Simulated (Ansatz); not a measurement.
Relaxation of H₇OPSn (10 atoms, charge 0, multiplicity 1), to a largest force component of 0.03 eV/Å in at most 50 steps.

These are results of RKS B3LYP-D4/def2-SVP (Ansatz 0.2.0), not measurements.

```xyz
10
Properties=species:S:1:pos:R:3:forces:R:3
Sn 0.442 -0.331 -0.500 -0.34 0.41 -0.45
O -0.662 -0.356 2.461 0.68 -0.09 0.30
H -1.085 -1.184 2.734 0.01 0.03 -0.01
H 1.193 -0.399 -2.058 -0.01 0.00 0.01
H 0.518 1.294 0.047 0.00 -0.02 -0.01
H -1.187 -0.847 -0.665 0.01 0.00 0.00
P 1.672 -1.794 1.084 0.36 -0.42 0.41
H 0.763 -2.886 0.934 0.02 0.00 -0.02
H 2.615 -2.324 0.150 -0.02 0.00 0.01
H 0.251 -0.441 2.823 -0.72 0.09 -0.24
```

Question: Where does it end, and by what steps?

Answer: It converged. After 5 steps the energy has fallen by 0.034 eV; H10 moved furthest, 0.14 Å.

```csv
step,energy less start (eV),largest force component (eV/Å),accepted
0,0.0000,0.723,yes
1,-0.0156,0.762,yes
2,0.0124,1.691,no
3,-0.0273,0.292,yes
4,-0.0242,0.716,no
5,-0.0338,0.026,yes
```

```xyz
10
Properties=species:S:1:pos:R:3
Sn 0.434 -0.316 -0.509
O -0.682 -0.349 2.455
H -1.056 -1.210 2.691
H 1.164 -0.393 -2.075
H 0.538 1.299 0.054
H -1.196 -0.831 -0.643
P 1.713 -1.840 1.091
H 0.793 -2.921 0.918
H 2.633 -2.358 0.128
H 0.177 -0.347 2.902
```

Whether the end is a true minimum wasn't checked by a vibrational analysis.

The run took 6.8 s on 2 threads of AMD EPYC 9R45 96-Core Processor (Zen 5), on a shared host, peak memory 0.22 GiB.
